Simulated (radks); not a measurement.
Results of a calculation; reference values are marked as such.
Question: All-electron atom: Cu14+ in [He] 2s2 2p(1/2: 2, 3/2: 3) 3s2 3p(1/2: 2, 3/2: 2) (not the ground configuration). Code: a radial shooting solver on a logarithmic mesh with Libxc functionals. Model: Dirac Kohn-Sham, BLYP, spin-unpolarised, spherical densities, finite nucleus; Fermi nuclear charge, rms radius 3.8823 fm.

Spin-orbit splittings of the eigenvalues, e(l+1/2) - e(l-1/2), with zeta = 2 splitting/(2l+1) and mean radii in bohr:

shell  occ.  splitting (eV)  zeta (eV)  <r> j=l-1/2  <r> j=l+1/2
2p        5               ?          ?       0.1995       0.2026
3p        4           4.299      2.866       0.5899       0.5953

Estimate the 2p splitting.

Answer: 21.44 eV (zeta = 14.29 eV).
